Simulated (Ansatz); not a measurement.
Energy difference R1 → P1 + P2, each structure at its B3LYP-D3(BJ)/def2-TZVP stationary point, reached from a drawn start (curvature not checked).
R1: C2H4 (SMILES C=C), charge 0, multiplicity 1.
P1: C atom, charge 0, multiplicity 3.
P2: CH4 (SMILES C), charge 0, multiplicity 1.

P less R. No zero-point or thermal terms; singlets are restricted closed shells; open shells are unrestricted; no spin–orbit coupling.

Correlated levels freeze the cores. CBS(a, b) extrapolates the correlation energy as X⁻³ and adds the Hartree–Fock energy of set b.

Programs: Ansatz (a program for electronic structure). All values are computed, each at the level named.

The comparison value is 6.174 eV (CCSD(T)/CBS(cc-pVTZ, cc-pVQZ)). It is a level with limits of its own, not the exact answer.

Task: Order these levels by how close they come to the comparison value for the reaction energy, closest first: B97M-V/def2-TZVPP, MP2/cc-pVTZ, HF/cc-pVDZ, B3LYP/def2-TZVPP, PBE0/def2-TZVPP. Give each level's value less the comparison value.

Result: B3LYP/def2-TZVPP (-0.004 eV), B97M-V/def2-TZVPP (0.020 eV), MP2/cc-pVTZ (0.059 eV), PBE0/def2-TZVPP (0.159 eV), HF/cc-pVDZ (-1.960 eV)
